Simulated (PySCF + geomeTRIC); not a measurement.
Species: HAlBr2O, SMILES `[OH][Al]([Br])[Br]` (charge 0, multiplicity 1).

Problem. Give a relaxed geometry from PBE0-D4/def2-TZVP in PySCF + geomeTRIC.

Solution. One answer among several that fit: the end point of this relaxation, one of several conformers (outside a Z-matrix the atoms follow the SMILES, hydrogens last).
Bond lengths (Å): O1–Al2 1.635, O1–H5 0.944, Al2–Br3 2.235, Al2–Br4 2.235. Bond angles (°): Al2–O1–H5 179.8, O1–Al2–Br3 120.8, O1–Al2–Br4 120.8, Br3–Al2–Br4 118.4.
